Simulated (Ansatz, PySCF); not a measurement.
Process, species as SMILES: O[Si](O)(O)N → N[Si]([O])(O)O + H atom (the H-O bond breaks)

Property: bond dissociation energy (electronic), in kcal/mol. Conventions: non-relativistic; no spin-orbit coupling; UHF or UKS for open shells; valence correlation only; 6-311+G** with 5d, 6d on Na to Ar in Ansatz (a program for electronic structure); 6-31G* and kin with 6d, 5d where marked; LANL2DZ with its own core potentials from Na on; no dispersion term unless named. CBS(X,Y): correlation extrapolated as X^-3; Hartree-Fock from the larger set. Ab initio and DFT rows: single points at B3LYP-D3(BJ) geometries (Ansatz).

Coupled cluster (Ansatz) is a level with limits of its own, used here on species with T1 under 0.025 (0.045 for open shells) and stable references: CCSD(T)/CBS(cc-pV(T+d)Z,cc-pV(Q+d)Z).

Value to compare with, CCSD(T)/CBS(cc-pV(T+d)Z,cc-pV(Q+d)Z) (Ansatz): 127.4 kcal/mol.

| level | program | bond dissociation energy (electronic) (kcal/mol) | difference |
|---|---|---|---|
| HF/STO-3G | Ansatz | 94.9 | -32.5 |
| PBE/STO-3G | Ansatz | 117.1 | -10.3 |
| PBE/3-21G | Ansatz | 106.0 | -21.4 |
| PBE/LANL2DZ | Ansatz | 111.8 | -15.6 |
| PBE/6-31G* | Ansatz | 106.6 | -20.8 |
| PBE/6-311+G** | Ansatz | 112.3 | -15.1 |
| BP86/6-31G* (5d) | PySCF | 109.0 | -18.4 |
| B3LYP/3-21G | Ansatz | 111.6 | -15.8 |
| B3LYP/6-31G* | Ansatz | 111.4 | -16.0 |
| B3LYP/6-311+G** | Ansatz | 117.2 | -10.2 |
| M06-2X/6-31G* (5d) | PySCF | 119.3 | -8.1 |
| MP2/3-21G | Ansatz | 112.3 | -15.1 |
| MP2/6-31G* | Ansatz | 118.0 | -9.4 |
| B3PW91/6-31G* (5d) | PySCF | 111.8 | -15.6 |
| B3LYP-D3(BJ)/def2-TZVPD | Ansatz + dftd3 | 117.8 | -9.6 |
| wB97X-V/def2-TZVPD | Ansatz | 122.3 | -5.1 |

Among the 14 habitual levels, HF/STO-3G lies farthest from CCSD(T)/CBS(cc-pV(T+d)Z,cc-pV(Q+d)Z) (Ansatz) (-32.5 kcal/mol) and M06-2X/6-31G* (5d) nearest (-8.1); 0 of 14 lie above it, and their mean absolute difference is 16.0 kcal/mol, the median 15.6. One case shows no general order.

The levels are drawn from those run, B3LYP/6-31G* more often than the rest, none by its result; left out are runs that failed, that the program found above a lower state of the same kind, or whose <S^2> lies over 0.5 above the pure value.
